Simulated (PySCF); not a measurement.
**Two-component Hartree-Fock for Cr⁺ (chromium, charge +1)**

Start: [Ar] 3d5; 3d3/2 filled at m_j = -3/2, -1/2, +1/2, +3/2; 3d5/2 filled at m_j = +5/2. Calculated with PySCF 2.14 in x2c-SVPall-2c (5s5p3d1f, 42 functions): generalised Hartree-Fock with the X2C-1e Hamiltonian and a Gaussian nucleus; one run each with spin-orbit coupling (SO) switched off, then screened by Boettger's factors.

```json
{"spinor shell": "1s1/2", "electrons": "2", "ε, spin-free (eV)": "-6046.5", "ε, screened SO (eV)": "-6046.4", "weight of nominal j (screened SO)": "1.000", "rms radius, screened SO (bohr)": "0.0735"}
{"spinor shell": "2s1/2", "electrons": "2", "ε, spin-free (eV)": "-728.86", "ε, screened SO (eV)": "-728.85", "weight of nominal j (screened SO)": "1.000", "rms radius, screened SO (bohr)": "0.316"}
{"spinor shell": "2p1/2", "electrons": "2", "ε, spin-free (eV)": "-610.47", "ε, screened SO (eV)": "-616.63", "weight of nominal j (screened SO)": "0.982", "rms radius, screened SO (bohr)": "0.286"}
{"spinor shell": "2p3/2", "electrons": "4", "ε, spin-free (eV)": "-610.47", "ε, screened SO (eV)": "-607.44", "weight of nominal j (screened SO)": "0.991", "rms radius, screened SO (bohr)": "0.288"}
{"spinor shell": "3s1/2", "electrons": "2", "ε, spin-free (eV)": "-98.045", "ε, screened SO (eV)": "-98.044", "weight of nominal j (screened SO)": "1.000", "rms radius, screened SO (bohr)": "0.971"}
{"spinor shell": "3p1/2", "electrons": "2", "ε, spin-free (eV)": "-63.404", "ε, screened SO (eV)": "-63.775", "weight of nominal j (screened SO)": "0.664", "rms radius, screened SO (bohr)": "1.05"}
{"spinor shell": "3p3/2", "electrons": "4", "ε, spin-free (eV)": "-63.404", "ε, screened SO (eV)": "-63.224", "weight of nominal j (screened SO)": "0.832", "rms radius, screened SO (bohr)": "1.06"}
{"spinor shell": "3d3/2", "electrons": "4", "ε, spin-free (eV)": "-17.354", "ε, screened SO (eV)": "-17.364", "weight of nominal j (screened SO)": "0.507", "rms radius, screened SO (bohr)": "1.53"}
{"spinor shell": "3d5/2", "electrons": "1", "ε, spin-free (eV)": "-17.354", "ε, screened SO (eV)": "-17.313", "weight of nominal j (screened SO)": "1.000", "rms radius, screened SO (bohr)": "1.54"}
```

```
   quantity    spin-free  screened SO
E (hartree)  -1049.27564  -1049.28377
        M_J          5/2          5/2
       ⟨J²⟩        8.750        8.750
       ⟨L²⟩        0.000        0.001
       ⟨S²⟩        8.750        8.749
```

Each row is a mean over spinors that exchange with the open shell spreads, by up to 11.881 eV (3p3/2).

Rows whose weight is well below 1 are mixtures of j = l ± 1/2: exchange outweighs spin-orbit coupling there, and the label is only the starting occupation.

Without spin-orbit coupling the j labels of p, d and f shells carry no meaning; the spin-free column gives the mean over the occupied spinors of each nl shell.
